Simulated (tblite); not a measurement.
Task: Give a GFN2-xTB geometry of InChI=1S/C4H9N3SSi2/c1-8-10(7,3-6)4-9-2-5/h4,7,9H2,1H3/t10-/m1/s1.

Result: 
```xyz
19
C4H9N3SSi2 angstrom
C     -2.8933    0.2821    0.9623
S     -1.2647   -0.1643    1.6390
Si    -0.2182   -0.5731   -0.2165
N     -0.2865    0.6483   -1.4179
C     -1.1345   -2.0075   -0.9973
N     -1.7405   -2.8826   -1.4188
C      1.5706   -1.0280    0.2059
Si     2.5195    0.2740    1.2154
C      2.2647    1.8837    0.2945
N      2.0615    2.8471   -0.2925
H     -3.2642   -0.5238    0.3363
H     -3.5552    0.4301    1.8090
H     -2.8086    1.2031    0.3934
H     -1.1284    0.8208   -1.9421
H      0.2646    1.4880   -1.3324
H      1.5799   -1.9664    0.7587
H      2.0911   -1.2175   -0.7317
H      1.9702    0.4752    2.5536
H      3.9624    0.0200    1.2041
```

Any rigid rotation of these coordinates is as good. Atoms count from 1 in this order. S2 (sulfur bonded to C and Si) is bent (angle 99.2°). Of the pairs four or more bonds apart, C9···H15 is among the closest relative to their van der Waals radii: 2.61 Å, 90 % of the sum of Bondi's values. Si8 (SiH2 silicon) is distorted tetrahedral (angles from 105.1° to 113.7°). N4 (silicon-bound nitrogen) has angles 121.3°, 120.8° and 111.0°, sum 353.2°, 0.18 Å off the plane of its three neighbours.

Bonds between heavy atoms (Å): C1–S2 1.819, S2–Si3 2.169, Si3–N4 1.715, Si3–C5 1.873, C5≡N6 1.145, Si3–C7 1.893, C7–Si8 1.901, Si8–C9 1.872, C9≡N10 1.146.

The geometry is computed with GFN2-xTB (gas phase).

Point group: C1 (no symmetry element, even within 0.4 Å). Its GFN2-xTB frequencies are all real (lowest 19 cm⁻¹). The numbers are those of one conformer (C1–S2–Si3–N4 52°, S2–Si3–N4–H -73° and 75°, S2–Si3–C7–Si8 -57°, Si3–C7–Si8–C9 -51°). 3 starts were optimised and ended at 0.00, 0.71 and 1.34 kcal/mol (GFN2-xTB); the lowest of these is shown.

Hardware: Arm Neoverse V2, one thread (shared host). Cost: 1.5 s of wall time. This is the geometry optimisation.
